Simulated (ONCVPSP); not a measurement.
# Potentials for sulfur (S) compared

Generated with ld1.x 7.5 (TM, RRKJ, ultrasoft, PAW), atompaw 4.2 or ONCVPSP 4.0.1. The cutoff is in Ry: for ld1.x and atompaw files where the sum of valence levels is converged to 10 mRy in a Bessel basis, for ONCV files where the hardest occupied wave has 1 mHa per electron of residual kinetic energy. The error is the largest all-electron minus pseudo excitation energy over each file’s own four to seven test configurations (ionisations up to +4, promotions, holes and added fractions of an electron), all of which were solved. The labels leave out finer settings (local radius, basis sizes, second energies), which also bear on the numbers. Spin-polarised tests are not counted. The rows are a selection from randomly drawn settings: files with unsolved tests, undetermined cutoffs or missed reference levels are left out.

A true bound ghost makes a file unfit for plane-wave use even where its test errors are small: the radial tests pick states by their node count and pass the ghost by.

```tsv
potential	cutoff (Ry)	largest error (meV)	bound ghosts
ONCV, PBEsol, scalar-relativistic, rc 1.40/1.60/1.50 (spd), local smoothed, core correction yes, reference 3s2 3p4, qcut 4.9/4.1/6.4, projectors 1/2/1	25	+121	none
ONCV, PBEsol, scalar-relativistic, rc 1.45/1.70/1.65 (spd), local smoothed, core correction yes, reference 3s2 3p4, qcut 5.4/4.9/5.5, projectors 2/2/3	26	+108	d
ONCV, PBEsol, scalar-relativistic, rc 0.95/0.90/0.70 (spd), local smoothed, core correction yes, reference 2s2 2p6 3s2 3p2, qcut 9.6/19.2/12.4, projectors 2/2/1	269	+10	none
ONCV, revPBE, scalar-relativistic, rc 1.25/1.50 (sp), local s, core correction yes, reference 3s2 3p4, qcut 5.1/5.3, projectors 0/2	25	+30	none
ONCV, PBEsol, scalar-relativistic, rc 1.45/1.70 (sp), local s, core correction yes, reference 3s2 3p3.5, qcut 5.4/4.2, projectors 0/2	26	+34	none
ONCV, BLYP, scalar-relativistic, rc 1.30/1.65/1.25 (spd), local smoothed, core correction no, reference 3s2 3p2, qcut 4.3/4.7/7, projectors 2/2/1	52	+139	none
ONCV, PBE, scalar-relativistic, rc 0.65/0.70 (sp), local smoothed, core correction yes, reference 2s2 2p6 3s1.5 3p4.5, qcut 19.5/16.8, projectors 2/2	274	+5.3	none
ONCV, PBE, scalar-relativistic, rc 0.40/0.70 (sp), local smoothed, core correction yes, reference 2s2 2p6 3s2 3p3, qcut 35.3/15.9, projectors 2/2	545	+5.3	none
```

Question: Fill in the row for S: ONCV, BLYP, scalar-relativistic, rc 1.15/1.25 (sp), local smoothed, core correction yes, reference 3s2 3p4, qcut 6.4/5.7, projectors 2/2.

Answer: cutoff 87 Ry, largest error +54 meV, bound ghosts: s.
